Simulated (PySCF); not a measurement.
Compound: C6H4FN3.
Numbering: `[F:1][c:2]1[cH:3][cH:4][c:5]2[n:6][nH:7][n:8][c:9]2[cH:10]1` (hydrogens: H11 on C3; H12 on C4; H13 on N7; H14 on C10)

Theory: TDDFT CAM-B3LYP/def2-SVPD, vertical, gas phase, core orbitals frozen in the response in PySCF. Geometry: GFN2-xTB; no solvent, vibrations or thermal averaging.

Computed singlets with f of 0.002 or more:

| state | λ (nm) | f |
| --- | --- | --- |
| S1 | 257.0 | 0.113 |
| S2 | 238.1 | 0.114 |
| S4 | 199.9 | 0.0020 |
| S5 | 182.0 | 0.044 |
| S6 | 177.6 | 0.776 |

**Question.** Turn these into Einstein A coefficients, radiative lifetimes, transition dipoles and integrated cross-sections.

**Answer.** Relations used (vacuum, state to state): A = 0.6670 f ν̃² s⁻¹ (ν̃ in cm⁻¹); τ = 1/A; f = (2/3) ΔE |μ|² in atomic units; ∫σ dE = 109.76 f Mb·eV.

```csv
state,A (s⁻¹),τ,|μ| (D),∫σ dE (Mb·eV)
S1,1.1×10⁸,8.8 ns,2.48,12
S2,1.3×10⁸,7.5 ns,2.40,12
S4,3.4×10⁶,300 ns,0.29,0.22
S5,8.8×10⁷,11 ns,1.30,4.8
S6,1.6×10⁹,610 ps,5.41,85
```

Leading configurations: S1 H→L (94%); S2 H-1→L (78%); S4 H-3→L (94%); S5 H→L+2 (74%); S6 H→L+1 (63%) (H = HOMO, L = LUMO).

These lifetimes count emission to the ground state at the vertical energy alone; relaxation of the geometry and all other decay channels are left out.

**Question.** What is the integrated cross-section of all computed states together?

**Answer.** Σf = 1.049 over S1 to S8, so 109.76 × Σf ≈ 115 Mb·eV.

**Question.** How much energy does a mole of photons resonant with S6 carry?

**Answer.** 6.981 eV × 96.485 = 674 kJ/mol (161 kcal/mol).

**Question.** By what factor does the largest A in the list exceed the smallest?

**Answer.** S6 has 480 times the rate of S4.
